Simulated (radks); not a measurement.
Tb5+, configuration [Kr] 4d10 4f7 5s2 5p5. All-electron calculation, Dirac Kohn-Sham, LDA (Slater exchange, Perdew-Wang correlation), spin-unpolarised, spherical densities, point nucleus; open shells are shared between the two j in proportion to 2j + 1. Program: a radial shooting solver on a logarithmic mesh with Libxc functionals.

X-ray form factor f0, the Fourier transform of the density (f0(0) = 60):

sin(theta)/lambda (1/angstrom),f0 (electrons)
0.05,59.484
0.1,58.003
0.15,55.745
0.2,52.962
0.25,49.916
0.3,46.828
0.4,41.079
0.5,36.222
0.6,32.185
0.8,25.886
1,21.414
1.25,17.801
1.5,15.463
2,11.886
